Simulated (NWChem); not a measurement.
Species: C₂H₆O₂Si; SMILES C=CO[SiH2]O

```xyz
11

C      0.3405    -2.7644    -0.0477
C     -0.2228    -1.5785     0.1797
O     -0.0223    -0.5011    -0.6102
Si    -0.4745     1.0836    -0.3217
O      0.7898     2.0112     0.1995
H      1.0094    -2.9172    -0.8972
H      0.1281    -3.6008     0.6189
H     -0.9017    -1.4225     1.0316
H     -1.5725     1.0277     0.6920
H     -0.8880     1.6670    -1.6146
H      1.1863     1.8062     1.0511
```
Atoms are numbered in this order, from 1.

Level: PBE0/def2-SVP (NWChem), optimised geometry, unscaled harmonic frequencies. 

**Question.** List the harmonic frequencies with IR intensities, and the thermochemistry.

**Answer.** 
```tsv
frequency (cm⁻¹)	IR intensity (km/mol)
46	0.4
85	1.7
180	7.1
227	59.0
331	101.3
444	9.8
638	83.2
725	8.0
749	28.8
781	74.2
834	139.9
868	50.4
913	27.8
935	286.3
970	210.4
991	35.2
1047	138.4
1244	315.8
1339	34.6
1409	30.0
1747	234.5
2225	129.4
2326	105.1
3136	18.8
3191	0.5
3301	1.3
3938	106.5
```

- zero-point energy = 49.5 kcal/mol
- thermal correction to the enthalpy at 298.15 K (with zero-point energy) = 54.4 kcal/mol
- heat capacity Cv = 23.4 cal/(mol K)
- entropy at 298.15 K and 1 atm (symmetry number 1) = 82.9 cal/(mol K)
- dipole moment = 1.95 D

Rigid rotor and harmonic oscillator; modes under 100 cm⁻¹ make the entropy uncertain.
